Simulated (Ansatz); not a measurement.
Reaction (SMILES): C/C=C/Cl -> C(/[CH2-])=C\Cl + H+

Property: gas-phase deprotonation energy (enthalpy at 298 K), in kcal/mol. Terms: valence correlation only; no spin-orbit coupling; 6-311+G** with 5d, 6d on Na to Ar in Ansatz (a program for electronic structure); non-relativistic; LANL2DZ with its own core potentials from Na on; six Cartesian d functions in 6-31G* and its kin unless marked 5d. Basis-set limits of correlation are two-point, X^-3; Hartree-Fock from the larger set. [CCSD(T)-MP2]/basis is that difference in the basis named. First-principles rows: single points at B3LYP-D3(BJ) geometries (Ansatz), with unscaled harmonic terms from B3LYP/6-31G* (Ansatz) at its own minima. Anions need diffuse functions, which STO-3G, LANL2DZ, def2-SVP, cc-pVDZ and Pople sets without + lack.

Coupled cluster (Ansatz) is a level with limits of its own, used here on species with T1 under 0.025 (0.045 for open shells) and stable references: RI-MP2/CBS(aug-cc-pV(T+d)Z,aug-cc-pV(Q+d)Z)+[CCSD(T)-MP2]/aug-cc-pV(T+d)Z.

Value to compare with, RI-MP2/CBS(aug-cc-pV(T+d)Z,aug-cc-pV(Q+d)Z)+[CCSD(T)-MP2]/aug-cc-pV(T+d)Z (Ansatz): 382.4 kcal/mol.

```
level          program  gas-phase deprotonation energy (enthalpy at 298 K) (kcal/mol)  difference
-------------  -------  -------------------------------------------------------------  ----------
MP2/STO-3G      Ansatz                                                          486.4       104.0
MP2/3-21G       Ansatz                                                          399.0        16.6
MP2/LANL2DZ     Ansatz                                                          388.8         6.4
MP2/6-31G*      Ansatz                                                          398.7        16.3
MP2/6-311+G**   Ansatz                                                          384.7         2.3
```

Among the 5 habitual levels, MP2/STO-3G lies farthest from RI-MP2/CBS(aug-cc-pV(T+d)Z,aug-cc-pV(Q+d)Z)+[CCSD(T)-MP2]/aug-cc-pV(T+d)Z (Ansatz) (104.0 kcal/mol) and MP2/6-311+G** nearest (2.3); 5 of 5 lie above it, and their mean absolute difference is 29.1 kcal/mol, the median 16.3. One case shows no general order.

The sets are all those run for this method; left out are runs that failed, that the program found above a lower state of the same kind, or whose <S^2> lies over 0.5 above the pure value.
